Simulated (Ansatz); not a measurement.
Basis-set extrapolation for `C[C]1([SiH3])[AlH][S]1` (PBE0-D4/def2-TZVP geometry, frozen core, Ansatz 0.2.0). Multiplicity 1, RHF reference.

|  | def2-TZVPP | def2-QZVPP |
| --- | --- | --- |
| HF | -1008.239786 | -1008.270384 |
| MP2 correlation | -0.721697 | -0.774044 |
| CCSD(T) correlation | -0.814597 | not run |

Energies in hartree. Use E(X) = E(∞) + A·exp(−7.88·√X) for Hartree–Fock and E(X) = E(∞) + B·X^(−2.97) for correlation, with X = 3 and 4, and add CCSD(T) minus MP2 of the smaller set to the MP2 limit.

Q: What is the CCSD(T) energy at the basis-set limit?

A: HF limit: -1008.270384 + (-0.030598) × 0.13774 = -1008.27460. MP2 limit: -0.774044 + (-0.052347) × 0.74074 = -0.81282. Higher-order term: -0.814597 − (-0.721697) = -0.09290. Total: -1009.18032 hartree, 79.0 kcal/mol below CCSD(T)/def2-TZVPP.
